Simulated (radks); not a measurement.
Coherent X-ray form factor from a spherical all-electron density. Method: Dirac Kohn-Sham, LB94 model potential, spin-unpolarised, spherical densities, finite nucleus; Fermi nuclear charge, rms radius of each element as measured or else 0.836 A^(1/3) + 0.57 fm; computed with a radial shooting solver on a logarithmic mesh with Libxc functionals.

sin(theta)/lambda (1/angstrom),f0 (electrons)
0.05,37.871
0.1,37.491
0.15,36.873
0.2,36.041
0.25,35.027
0.3,33.866
0.4,31.255
0.5,28.504
0.6,25.854
0.8,21.378
1,18.111
1.25,15.112
1.5,12.655
2,8.779

The species is in the configuration that NIST lists as its ground one. Which atom or ion scatters so?

Answer. The caesium ion Cs17+, [Kr] 4d2. Extrapolating in s^2 from the first two rows gives f0(0) = 38.0, near the electron count 38; among species with that count, the fall with angle is slower the higher Z, and the table is that of Z = 55; from so few rows the species is fixed only to a neighbour or two.
